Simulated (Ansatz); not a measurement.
Frontier orbitals of `[AlH]1[SiH2][GeH2]1`.

Total charge 0; spin multiplicity 1. Correlated methods include outer-core shells of Ge, which these sets cover unevenly. Scalar relativity is left out up to krypton. The geometry is a stationary point of PBE0-D4/def2-TZVP. Basis def2-TZVPP, Ansatz 0.2.0.

Orbital energies of one run (eV). Highest occupied ones, from the top: -5.37, -5.61, -8.12, -8.30, -8.75, -9.90, -12.02, -14.04, -29.18, -29.19, -29.21, -29.24, -29.27, -69.40. Empty: -3.35, -1.49, -0.79, -0.26, -0.06, 0.09.

Problem. Which functional gave them?
A. CAM-B3LYP
B. PBE
C. r2SCAN0
D. ωB97X-V

Solution. B. HOMO energies: PBE -5.37, ωB97X-V -8.36, r2SCAN0 -6.41, CAM-B3LYP -7.43 eV.
